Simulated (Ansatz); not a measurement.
CH₆BrNOSi, SMILES `CO[SiH](N)Br` at its PBE0-D4/def2-TZVP geometry, where that method's forces vanish. Charge 0, multiplicity 1.

```xyz
11

C     1.7446   -0.7205   -0.3528
O     0.7673    0.0154    0.3501
Si   -0.8179    0.0460   -0.0307
N    -1.7136    1.0767    0.9632
Br   -0.9952    0.7856   -2.1264
H     1.8767   -0.3282   -1.3658
H     1.4785   -1.7816   -0.4192
H     2.6880   -0.6314    0.1874
H    -1.3782   -1.3216    0.0285
H    -2.0054    0.7822    1.8805
H    -1.6448    2.0775    0.8851
```

What forces (eV/Å) does PBE-D4/def2-TZVPP give on these atoms in Ansatz? (Best estimate.)

Ansatz gave: 
```
C1   0.170 -0.131 -0.113
O2   0.186  0.260  0.403
Si3 -0.241 -0.137 -0.151
N4  -0.130 -0.027 -0.049
Br5 -0.031  0.090 -0.263
H6   0.043  0.070 -0.224
H7  -0.036 -0.233 -0.028
H8   0.211  0.010  0.104
H9  -0.081 -0.164  0.018
H10 -0.107 -0.082  0.319
H11  0.016  0.344 -0.015
```
